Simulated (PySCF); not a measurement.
# How methods differ on the ionisation energy of Ge²⁺

Ge²⁺ [Ar] 3d10 4s2 (1S) → Ge³⁺ [Ar] 3d10 4s1 (2S), as a difference of total energies. All numbers are calculated (PySCF 2.14, no relativity, point nucleus, in dyall-av2z (16s12p8d, 92 functions)). Correlated levels: valence: [Ar] 3d10 frozen; virtual orbitals above 40 to 60 times the deepest correlated orbital energy dropped. The calculations carry no spin-orbit coupling.

```csv
method,ionisation energy (eV)
UHF,31.709
LDA,34.277
PBE,33.874
PBE0,33.515
r2SCAN,33.497
BP86,34.003
B2PLYP,33.357
PBEsol,33.787
LC-wPBE,33.515
MP2 (valence),32.459
SCS-MP2 (valence),32.609
```

**Question.** How much does correlation contribute at MP2 (valence)?

**Answer.** 32.459 − (31.709) = 0.750 eV, measured against UHF.

These non-relativistic numbers lack the scalar-relativistic shift.

Errors of the correlated levels include the incompleteness of this basis and the frozen core.

MP2 underrates the near-degeneracy of ns² with np² in the lower species.

For comparison: 34.058 eV (measured; NIST Atomic Spectra Database, ionization energies).
